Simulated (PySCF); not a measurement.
# Levels of Pt⁶⁷⁺ from EOM-EA-GCCSD

Reference: closed-shell Pt⁶⁸⁺, [Ne]; one electron is added. Calculated with PySCF 2.14, two-component X2C-1e with screened spin-orbit coupling, an uncontracted even-tempered set (17 s from 13 bohr⁻², ratio 2.6; 14 p from 17 bohr⁻², ratio 2.6; 6 d from 17 bohr⁻², ratio 2.8; 3 f from 370 bohr⁻², ratio 2.8); frozen 1s2; the 52 highest virtual spinors dropped; of the others 52 kept and the rest restored at second order. No Breit or QED terms. Binding energies in eV.

```tsv
level	Koopmans	second order	EOM-CCSD
3s1/2	8107.9	8108.8	8108.8
3p1/2	7934.4	7935.5	7935.5
3p3/2	7450.4	7451.3	7451.3
3d3/2	7247.1	7247.9	7247.9
3d5/2	7138.5	7139.2	7139.2
```

Electric-dipole lines between these computed levels:

```csv
lower,upper,ΔE (eV),vacuum wavelength (nm)
3s1/2,3p1/2,173.24,7.157
3s1/2,3p3/2,657.43,1.886
3p1/2,3d3/2,687.66,1.803
3p3/2,3d3/2,203.47,6.093
3p3/2,3d5/2,312.18,3.972
```

For comparison, the ionisation energy of Pt⁶⁷⁺ is 8100 ± 40 eV (theoretical estimate listed by NIST; NIST Atomic Spectra Database, ionization energies).

Only part of the computed levels is shown.
